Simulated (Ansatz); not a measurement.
A run for Ansatz (a program for electronic structure): R-CCSD(T)/cc-pVTZ on C3H4O2 (SMILES C=CC(=O)O), a point of a torsion scan.

Ansatz 0.2 input:
```yaml
crystal:
  periodic: [false, false, false]
  atoms:
    - {symbol: C, position_ang: [-1.36539330, -0.38874306, -0.26317251]}
    - {symbol: C, position_ang: [-0.54942015, 0.41927282, 0.38671400]}
    - {symbol: C, position_ang: [0.93084333, 0.37360807, 0.22931816]}
    - {symbol: O, position_ang: [1.57424042, 1.12286284, -0.45402177]}
    - {symbol: O, position_ang: [1.48123787, -0.62311229, 0.93292632]}
    - {symbol: H, position_ang: [-0.99715867, -1.16440550, -0.91369060]}
    - {symbol: H, position_ang: [-2.43486120, -0.30973136, -0.16626292]}
    - {symbol: H, position_ang: [-0.91312172, 1.21400493, 1.02301343]}
    - {symbol: H, position_ang: [2.44395224, -0.63866679, 0.80571843]}
basis:
  gaussian:
    orbitals: cc-pVTZ
magnetization: {spin_polarized: false}
correlation: {method: ccsd_t, electrons: outside_noble_gas}
scf: {lower_state_search: off}
```

The head of its log:

```
WARN ansatz: RAYON_NUM_THREADS=1 ignored (pool sized by the plan → 1); use --threads N
Functional definition: HF
these checks for a lower state are left out or cut short: stability, starts, cluster_reference, orbital_swaps, neighbouring_geometries, increment
integrals: 0.89 GiB planned
1211 factors; integrals over basis functions are off by at most 8.3e-4 eV
mean field: 0.57 GiB planned
mean field evaluation 1: about -7226.9672 eV, gradient 4.5e1 eV
mean field evaluation 2: about -7227.2577 eV, gradient 4.5e1 eV
mean field evaluation 4: about -7231.2969 eV, gradient 4.9e0 eV
mean field evaluation 8: about -7231.3778 eV, gradient 5.2e-1 eV
mean field evaluation 16: about -7231.3797 eV, gradient 2.2e-6 eV
mean field -7231.37972328 eV, -265.7483032254 hartree, gradient 2.2e-6 eV, S^2 0.000000; 0 other end points of the search recorded, 0 dependent functions left out
5 core orbitals not correlated
reference -7231.37972328 eV, -265.7483032254 hartree; 14, 14 occupied and 187, 187 virtual orbitals, 1211 factors
```

**Question.** Give the final energy of this run.

**Answer.** -266.7499 hartree (reference determinant -265.7483, T1 diagnostic 0.015).
